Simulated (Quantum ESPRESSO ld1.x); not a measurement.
Q: Radial electron density D(r) = 4 pi r^2 rho(r) of an atom or ion with 14 electrons. All-electron calculation, scalar-relativistic Kohn-Sham, BLYP, spin-unpolarised, spherical densities, point nucleus. Program: ld1.x of Quantum ESPRESSO 7.5.

r (bohr)  D(r) (e/bohr)
0.003137         0.3131
0.003537         0.3923
0.003988         0.4908
0.004496         0.6128
0.005069         0.7636
0.005715         0.9493
0.006444          1.177
0.007266          1.455
0.008192          1.793
0.009237          2.200
0.01041           2.689
0.01174           3.271
0.01324           3.957
0.01493           4.758
0.01683           5.683
0.01898           6.735
0.0214            7.913
0.02412           9.208
0.0272            10.60
0.03067           12.05
0.03458           13.51
0.03898           14.92
0.04396           16.20
0.04956           17.26
0.05588           18.01
0.063             18.37
0.07103           18.29
0.08009           17.76
0.0903            16.83
0.1018            15.63
0.1148            14.32
0.1294            13.14
0.1448            12.35
0.1632            12.03
0.184             12.33
0.2075            13.24
0.234             14.56
0.2638            15.98
0.2974            17.13
0.3353            17.64
0.3781            17.26
0.4263            15.92
0.4807            13.76
0.5419            11.11
0.611             8.393
0.6889            6.016
0.7768            4.263
0.8758            3.230
0.9875            2.820
1.113             2.807
1.255             2.918
1.415             2.926
1.596             2.715
1.799             2.290
2.029             1.743
2.287             1.191
2.579            0.7275
2.908            0.3948
3.279            0.1887
3.697           0.07840
4.168           0.02777
4.699          0.008225
5.298          0.002006
5.974         0.0003950

What is the nuclear charge?

A: Z = 16. The innermost maximum, from 1s, lies near gamma/Z bohr with gamma = sqrt(1 - (Z/c)^2) = 0.993, here 0.0621 bohr (found: 0.0656), and its height grows with Z. The density is that of the sulfur ion S2+ in [Ne] 3s2 3p2; the configuration itself is not fixed sharply by these data, and Z only to about a unit. D(r) has 3 maxima, at r = 0.0656, 0.341, 1.35 bohr, and minima at 0.163, 1.05 bohr, inside which lie 2.18, 10.44 electrons.
